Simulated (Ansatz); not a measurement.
Molecule: C₆H₁₁, net charge -1, singlet state. It need not be the lowest isomer of its formula. Whether it binds its extra electron was not tested at this geometry. 
Structure (B3LYP-D3(BJ)/def2-TZVP (Ansatz, a program for electronic structure) minimum search):
SMILES: C/C=C(/CC)[CH2-]
```xyz
17

C      2.4608    -0.2221     0.1183
C      1.0666    -0.6877    -0.1443
C      0.0188     0.2086    -0.2997
C      0.0886     1.6010    -0.2688
C     -1.3674    -0.3958    -0.4697
C     -2.1630    -0.4553     0.8404
H      3.1628    -1.0612     0.1896
H      2.8402     0.4524    -0.6730
H      2.5599     0.3632     1.0542
H      0.8698    -1.7542    -0.1642
H      1.0169     2.1274    -0.0848
H     -0.7983     2.2037    -0.4319
H     -1.9358     0.1906    -1.2016
H     -1.2746    -1.4086    -0.8762
H     -2.2898     0.5475     1.2522
H     -1.6214    -1.0511     1.5790
H     -3.1561    -0.9011     0.6986
```
Charge -1, spin multiplicity 1.

Parts of the frozen-core correlation energy in 6-31G (Ansatz, hartree). Frozen orbitals: 6; correlated occupied orbitals by spin: 18 and 18; virtual: 52 and 52. Spin-orbit coupling is left out. No relativistic terms.

| term | value |
|---|---|
| reference (HF) | -233.41656 |
| MP2 opposite-spin | … |
| MP2 same-spin | … |
| CCSD correlation | -0.61470 |
| (T) | … |
| T1 diagnostic | 0.011 |
| largest doubles amplitude | 0.038 |

Task: Complete the blanks.

Result: 
- MP2 opposite-spin, value: -0.42758
- MP2 same-spin, value: -0.12237
- (T), value: -0.01802
